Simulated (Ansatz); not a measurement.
Isolated molecules relaxed with PBE0-D4/def2-TZVP in Ansatz; ΔE leaves out vibrations. CCSD(T)/CBS is the MP2 limit (def2-TZVPP, def2-QZVPP) plus CCSD(T) − MP2 in def2-TZVPP, frozen cores. This one scheme is used for every species. DFT in def2-TZVPP. B3LYP here is the variant with VWN-RPA as its local correlation; programs differ in this. Each species was taken in one conformer, which may not be the lowest.

`O=C[SiH2][SiH3]` + `CSS` → `CSS[SiH2][SiH3]` + `C=O`  (ligand exchange at the Si–C bond)

Problem. Is it downhill or uphill in electronic energy at CCSD(T)/CBS, and by how much? (An estimate is asked.)

Solution. The calculation gave: Downhill: ΔE = -0.84 eV.

Problem. What do these levels give: B3LYP-D4, r2SCAN, B3LYP, SCS-MP2/def2-TZVPP, CCSD/def2-TZVPP, CCSD/CBS(def2)? (Best estimate.)

Solution. Computed: B3LYP-D4 -0.80, r2SCAN -0.75, B3LYP -0.67, SCS-MP2/def2-TZVPP -0.85, CCSD/def2-TZVPP -0.79, CCSD/CBS(def2) -0.82 eV.

Largest T1 diagnostic among the species: 0.016.

In def2-TZVPP, CCSD(T) changes the Hartree–Fock value by −0.06 eV (the triples alone add −0.02 eV) and MP2 by −0.15 eV. From PBE to PBE0 (25 % exact exchange), in def2-TZVPP and without D4, ΔE moves by −0.06 eV.
